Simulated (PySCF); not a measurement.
## Ge²²⁺ (germanium, charge +22) across methods

[Ne], closed-shell 1S. Calculation: PySCF 2.14, in an even-tempered Gaussian basis (20 s from 5.5 bohr⁻², ratio 2.2; 12 p from 7.2 bohr⁻², ratio 2.2; 6 d from 35 bohr⁻², ratio 2.4; 5 f from 52 bohr⁻², ratio 2.4; 5 g from 79 bohr⁻², ratio 2.4); scalar relativity by spin-free X2C-1e. The B2PLYP total includes its PT2 part (frozen core); its orbital energies are those of the SCF part.

| method | E (hartree) | mean ε 1s (eV) | mean ε 2s (eV) | mean ε 2p (eV) | Σ⟨r²⟩ (bohr²) | ⟨S²⟩ |
| --- | --- | --- | --- | --- | --- | --- |
| B2PLYP | -1804.111 | -12048.1 | -2334.0 | -2162.8 | 0.3403 | 0.000 |
| LDA | -1800.614 | -11904.6 | -2288.2 | -2127.3 | 0.3413 | 0.000 |
| PBE | -1803.702 | -11925.5 | -2291.7 | -2128.7 | 0.3408 | 0.000 |
| UHF | -1803.69206 | -12153.4 | -2370.9 | -2191.9 | 0.3399 | 0.000 |
| PBE0 | -1803.806 | -11982.6 | -2311.9 | -2144.9 | 0.3406 | 0.000 |
| r2SCAN | -1804.153 | -11955.6 | -2303.4 | -2136.1 | 0.3402 | 0.000 |
| B97-3 | -1803.922 | -11985.4 | -2313.9 | -2146.3 | 0.3404 | 0.000 |
